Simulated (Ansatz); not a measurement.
C2H6FNSi can be A, `C=C(F)N[SiH3]`, or B, `C=C(F)[SiH2]N`.

Program: Ansatz. Geometries: PBE0-D4/def2-TZVP. ΔE: electronic, gas phase. CCSD(T)/CBS adds triple-zeta CCSD(T) − MP2 to the extrapolated MP2 energy (def2 sets, frozen cores). Functionals use def2-TZVPP. B3LYP here is the variant with VWN-RPA as its local correlation; programs differ in this. One conformer a species, not always the lowest.

A:

```xyz
11

C    -1.849    0.885   -0.773
C    -0.788    0.134   -0.508
F    -0.584   -1.008   -1.187
N     0.219    0.317    0.399
Si    1.565   -0.759    0.648
H    -2.548    0.577   -1.535
H    -2.020    1.804   -0.232
H     0.137    1.155    0.948
H     2.398   -0.896   -0.571
H     1.125   -2.106    1.086
H     2.346   -0.103    1.726
```

B:

Z-matrix (Å, degrees):
```
Si
N 1 1.711
C 1 1.882 2 115.4
H 1 1.484 2 106.6 3 -120.2
H 1 1.485 2 110.3 3 118.1
H 2 1.007 1 121.1 3 -61.0
H 2 1.007 1 119.9 3 85.5
F 3 1.357 1 114.7 2 -59.3
C 3 1.324 1 126.6 2 120.6
H 9 1.082 3 119.3 1 -0.1
H 9 1.085 3 122.0 1 179.6
```

**Question.** Which isomer does CCSD(T)/CBS put lower? Give the gap. (Estimate.)

**Answer.** Ansatz gave: B, by 28.9 kJ/mol.

**Question.** Give E(B) − E(A) in kJ/mol with PBE0-D4, ωB97M-V, CCSD(T)/def2-TZVPP, B3LYP-D4, CCSD/def2-TZVPP, r2SCAN-D4, PBE-D4. (An estimate is asked.)

**Answer.** Computed: PBE0-D4 -17.0, ωB97M-V -22.5, CCSD(T)/def2-TZVPP -23.9, B3LYP-D4 -20.2, CCSD/def2-TZVPP -23.4, r2SCAN-D4 -16.8, PBE-D4 -18.8. None reverses the order clearly.

Largest T1 diagnostic: 0.012.

In def2-TZVPP, CCSD(T) changes the Hartree–Fock value by −7.3 kJ/mol (the triples alone add −0.6 kJ/mol) and MP2 by −5.9 kJ/mol.
